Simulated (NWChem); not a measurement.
Correlation energy of CF (+1)

```
C
F 1 1.1535
```
Charge +1, spin multiplicity 1.

Everything below was run with NWChem. The geometry was optimised at PBE0/def2-SVP, a minimum by its harmonic frequencies.

Basis set: def2-TZVP. Each correlation energy counts from its own Hartree-Fock reference.

The correlated methods keep 2 core orbitals frozen. The structure started from a generated list of species. No row is a measurement; the coupled-cluster row has its own basis-set and correlation limits.

Problem. Order these methods by the correlation energy they give, lowest first: MP2, SCS-MP2, CR-CCSD[T], CR-CCSD(T), CCSD.

Solution. CR-CCSD[T] (-371.7 mHa), CR-CCSD(T) (-370.2 mHa), CCSD (-358.4 mHa), MP2 (-346.1 mHa), SCS-MP2 (-340.9 mHa)
